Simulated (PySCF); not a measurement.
## Excitation energy of Sc²⁺ by level of theory

Sc²⁺ [Ar] 3d1 (2D) → Sc²⁺ [Ar] 4s1 (2S), as a difference of total energies. All numbers are calculated (PySCF 2.14, the spin-free X2C one-electron Hamiltonian (Gaussian nucleus), in aug-cc-pwCVTZ-DK with one added diffuse shell each of s, p, d, f, g type (11s10p8d5f4g, 152 functions)). The calculations carry no spin-orbit coupling.

| method | excitation energy (cm⁻¹) |
| --- | --- |
| UHF | 23673 |
| PBEsol | 28642 |
| B3LYP | 27527 |
| r2SCAN0 | 29723 |
